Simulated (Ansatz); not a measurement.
A nudged elastic band was laid between two geometries of H5O2PSiSn (10 atoms, charge 0, multiplicity 1).

Level of theory: Ansatz 0.2.0, RKS r2SCANh-D4/def2-SVP.

```json
{
 "movable images": "5",
 "climbing image": "yes",
 "spring": "5.0 eV/Å²",
 "optimiser": "quadratic models (default)",
 "start path": "IDPP",
 "force threshold": "0.05 eV/Å",
 "iteration limit": "40",
 "end points": "relaxed"
}
```

Image 0:

```xyz
10
Properties=species:S:1:pos:R:3
O -1.835 0.446 1.320
Si -0.827 0.345 0.014
Sn 1.420 -0.793 0.445
O -0.675 1.720 -0.945
P -1.691 0.673 -1.954
H -1.459 0.693 2.171
H 2.219 -0.034 1.755
H 1.196 -2.439 0.840
H 2.377 -0.665 -0.959
H -0.643 0.005 -2.685
```

Image 6:

```xyz
10
Properties=species:S:1:pos:R:3
O -0.988 1.821 1.008
Si -0.715 0.540 0.001
Sn 1.445 -0.756 0.430
O -0.999 0.783 -1.641
P -2.393 -0.205 -1.164
H -0.254 2.408 1.214
H 1.404 -1.505 1.965
H 1.624 -1.942 -0.781
H 2.785 0.310 0.390
H -1.825 -1.506 -1.420
```

What changes between the two ends?

No bond is made or broken. The dihedral P5–Si2–Sn3–H8 goes from -98 to 22°. The two ends are copies of one structure, up to a mirror image or an exchange of like atoms.

What energy profile does the band end with?

It converged. The highest image is number 3 of 0 to 6, 0.5 kcal/mol above the ends, which have the same energy within 2 meV. A vibrational analysis at the climbing image gives one clearly imaginary mode, 55i cm⁻¹: a first-order saddle point.

```
image  path coordinate (Å)  energy (kcal/mol)  dihedral P5–Si2–Sn3–H8 (°)
    0                 0.00                0.0                         -98
    1                 0.82                0.1                         -77
    2                 1.64                0.4                         -57
    3                 2.45                0.5                         -38
    4                 3.27                0.4                         -18
    5                 4.09                0.1                           2
    6                 4.91                0.0                          22
```

What is the geometry of the highest image?


```xyz
10
Properties=species:S:1:pos:R:3
O -1.322 1.367 1.312
Si -0.766 0.470 0.040
Sn 1.447 -0.760 0.426
O -0.816 1.183 -1.485
P -2.165 0.032 -1.567
H -0.686 1.872 1.827
H 1.937 -0.580 2.056
H 1.240 -2.421 0.092
H 2.651 -0.120 -0.602
H -1.436 -1.094 -2.096
```

The run took 3 min on 2 threads of Arm Neoverse V2, with other jobs on the host, peak memory 0.33 GiB.
